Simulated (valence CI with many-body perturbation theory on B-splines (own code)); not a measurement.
Forbidden lines of Rb XXXII

Computed by valence CI with perturbative core correlation (CI+MBPT): four valence electrons over a frozen Dirac-Fock core [He], a basis of 11 s, 11 p, 9 d, 7 f, 5 g, 2 h, 1 i functions for each j, with the one-electron correlation potential Σ1, the two-electron term Σ2, the three-electron term Σ3, Breit, model QED; selected CI, second order for the rest (own B-spline code, finite nucleus).

No measured spectrum was set against this ion. As an estimate, large intervals hold to a few tenths of a per cent, small ones and those within an open d or f shell to about a per cent. Among the levels kept, up to 280 cm⁻¹ of a level comes from second order outside the variational space, and about a tenth of that is noise between levels of different J, which matters for small intervals.

Lines 1 to 42 of 42 in falling wavelength, among levels below 2428.9 eV, chosen from the decays that carry over 1 % of a level's rate. Wavelengths and rates use the calculated energies. Electric multipoles are in the length gauge, E1 and E2 with the static RPA response of the core. S is in atomic units (e²a₀⁴ for E2 and M2, e²a₀⁶ for E3), for M1 in squared Bohr magnetons. Weak lines are less certain than strong ones. Lines between different terms over intervals too small for the method are left out, as are lines whose strength nearly cancels. The highest levels of a list are the least certain.

Levels are named by their leading jj configuration (3d3/2^4 stands for four electrons in 3d with j = 3/2), which in mixed levels can hold well under half, so a name can repeat and another be missing. Letters in brackets count levels of one name in rising energy.

```tsv
λ vac (nm)	Upper	Lower	Type	A (s⁻¹)	S (a.u.)
117.6	(2s^2 2p1/2 2p3/2) J=2	(2s^2 2p1/2 2p3/2) J=1	M1	3.99e+03	1.20e+00
22.04	(2s^2 2p1/2 2p3/2) J=1	(2s^2 2p1/2^2) J=0	M1	1.31e+06	1.56e+00
19.43	(2s^2 2p3/2^2) J=2	(2s^2 2p1/2 2p3/2) J=2	M1	1.37e+06	1.86e+00
18.56	(2s^2 2p1/2 2p3/2) J=2	(2s^2 2p1/2^2) J=0	E2	4.08e+02	4.01e-04
16.67	(2s^2 2p3/2^2) J=2	(2s^2 2p1/2 2p3/2) J=1	M1	1.51e+06	1.30e+00
12.52	(2s^2 2p3/2^2) J=0	(2s^2 2p1/2 2p3/2) J=1	M1	5.93e+06	4.31e-01
0.6257	(2s^2 2p3/2 3d5/2) J=4	(2s 2p3/2^3) J=2	E2	1.50e+08	1.16e-05
0.6100	(2s^2 2p3/2 3d5/2) J=4	(2s 2p1/2 2p3/2^2) J=2 [b]	E2	1.82e+08	1.23e-05
0.5993	(2s^2 2p3/2 3d5/2) J=4	(2s 2p1/2 2p3/2^2) J=3	E2	1.42e+08	8.85e-06
0.5942	(2s^2 2p3/2 3d5/2) J=4	(2s 2p1/2 2p3/2^2) J=2 [a]	E2	8.07e+07	4.81e-06
0.5906	(2s 2p3/2^2 3p3/2) J=4	(2s 2p3/2^3) J=2	E2	3.28e+09	1.89e-04
0.5873	(2s^2 2p1/2 3p1/2) J=1	(2s^2 2p1/2 2p3/2) J=2	E2	1.84e+10	3.44e-04
0.5862	(2s 2p1/2 2p3/2 3p3/2) J=4	(2s 2p1/2 2p3/2^2) J=3	E2	5.39e+09	3.00e-04
0.5861	(2s 2p1/2^2 3p1/2) J=0	(2s 2p1/2^2 2p3/2) J=2	E2	2.98e+10	1.84e-04
0.5843	(2s^2 2p1/2 3p1/2) J=1	(2s^2 2p1/2 2p3/2) J=1	E2	1.74e+10	3.18e-04
0.5843	(2s^2 2p3/2 3p1/2) J=1	(2s^2 2p3/2^2) J=2	E2	2.19e+10	4.00e-04
0.5835	(2s^2 2p3/2 3p1/2) J=2	(2s^2 2p3/2^2) J=2	E2	2.31e+10	6.98e-04
0.5832	(2s 2p1/2 2p3/2 3p3/2) J=0 [b]	(2s 2p1/2 2p3/2^2) J=2 [b]	E2	8.95e+09	5.39e-05
0.5827	(2s^2 2p1/2 3p1/2) J=0	(2s^2 2p1/2 2p3/2) J=2	E2	3.03e+10	1.82e-04
0.5807	(2s^2 2p3/2 3p3/2) J=3	(2s^2 2p3/2^2) J=2	E2	1.09e+10	4.51e-04
0.5806	(2s^2 2p1/2 3p3/2) J=1	(2s^2 2p1/2 2p3/2) J=2	E2	8.25e+09	1.46e-04
0.5805	(2s^2 2p3/2 3p3/2) J=1	(2s^2 2p3/2^2) J=2	E2	1.25e+10	2.21e-04
0.5800	(2s^2 2p1/2 3p3/2) J=2	(2s^2 2p1/2 2p3/2) J=2	E2	1.19e+10	3.48e-04
0.5777	(2s^2 2p1/2 3p3/2) J=1	(2s^2 2p1/2 2p3/2) J=1	E2	9.40e+09	1.62e-04
0.5772	(2s^2 2p1/2 3p3/2) J=2	(2s^2 2p1/2 2p3/2) J=1	E2	5.62e+09	1.61e-04
0.5767	(2s 2p3/2^2 3p3/2) J=4	(2s 2p1/2 2p3/2^2) J=2 [b]	E2	1.16e+09	5.97e-05
0.5765	(2s^2 2p3/2 3d5/2) J=4	(2s 2p1/2^2 2p3/2) J=2	E2	1.62e+08	8.27e-06
0.5756	(2s 2p1/2 2p3/2 3d5/2) J=5	(2s 2p1/2 2p3/2^2) J=3	M2	2.53e+08	1.57e-05
0.5736	(2s^2 2p3/2 3p3/2) J=0	(2s^2 2p3/2^2) J=2	E2	4.30e+10	2.38e-04
0.5693	(2s 2p1/2 2p3/2 3p3/2) J=3 [a]	(2s 2p1/2^2 2p3/2) J=2	E2	1.42e+10	5.32e-04
0.5693	(2s^2 2p3/2 3d5/2) J=4	(2s^2 2p3/2^2) J=2	M2	2.37e+08	1.14e-05
0.5688	(2s 2p1/2 2p3/2 3p3/2) J=0 [b]	(2s 2p1/2 2p3/2^2) J=2 [a]	E2	1.05e+10	5.56e-05
0.5671	(2s 2p3/2^2 3p3/2) J=4	(2s 2p1/2 2p3/2^2) J=3	E2	1.37e+10	6.48e-04
0.5644	(2s 2p1/2 2p3/2 3p3/2) J=4	(2s 2p1/2^2 2p3/2) J=2	E2	2.15e+10	9.91e-04
0.5639	(2s^2 2p3/2 3p3/2) J=3	(2s^2 2p1/2 2p3/2) J=2	E2	1.05e+10	3.73e-04
0.5637	(2s^2 2p3/2 3p3/2) J=1	(2s^2 2p1/2 2p3/2) J=2	E2	1.08e+10	1.65e-04
0.5625	(2s 2p3/2^2 3p3/2) J=4	(2s 2p1/2 2p3/2^2) J=2 [a]	E2	1.37e+10	6.20e-04
0.5625	(2s^2 2p1/2 3p3/2) J=2	(2s^2 2p1/2^2) J=0	E2	1.53e+10	3.85e-04
0.5612	(2s^2 2p3/2 3p3/2) J=3	(2s^2 2p1/2 2p3/2) J=1	E2	1.11e+10	3.88e-04
0.5572	(2s^2 2p3/2 3p3/2) J=0	(2s^2 2p1/2 2p3/2) J=2	E2	1.67e+10	8.00e-05
0.5531	(2s^2 2p3/2 3d5/2) J=4	(2s^2 2p1/2 2p3/2) J=2	M2	4.61e+07	1.92e-06
0.5335	(2s 2p1/2 2p3/2 3d3/2) J=4	(2s^2 2p1/2 2p3/2) J=2	E2	1.38e+10	4.81e-04
```
